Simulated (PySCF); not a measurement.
**Radial density of Ni²⁺ (nickel, charge +2)**

PW91, [Ar] 3d7 4s1, high-spin 5F determinant (an excited configuration). Computed with PySCF 2.14 in x2c-TZVPPall with one added diffuse shell each of s, p, d, f type (7s6p5d3f1g, 80 functions), with scalar relativity by spin-free X2C-1e.

```tsv
r (bohr)	4πr²ρ (e/bohr)	4πr²(ρα − ρβ)
0.000899	0.2186	0.0002
0.00151	0.5502	0.0004
0.00254	1.373	0.0010
0.00428	3.314	0.0023
0.00719	7.515	0.0051
0.0121	15.35	0.0100
0.0203	26.36	0.0155
0.0342	33.91	0.0148
0.0576	30.01	0.0053
0.0968	27.88	0.0387
0.163	38.34	0.2619
0.274	24.92	1.0876
0.461	17.03	2.9107
0.775	17.87	3.0059
1.30	4.830	1.3513
2.19	0.9081	0.6580
3.69	0.1210	0.1155
6.20	1.621e-05	0.0000
10.4	0.0001336	0.0001
```

Densities and radii are taken from the X2C orbitals without a picture-change correction, which distorts them close to the nucleus.
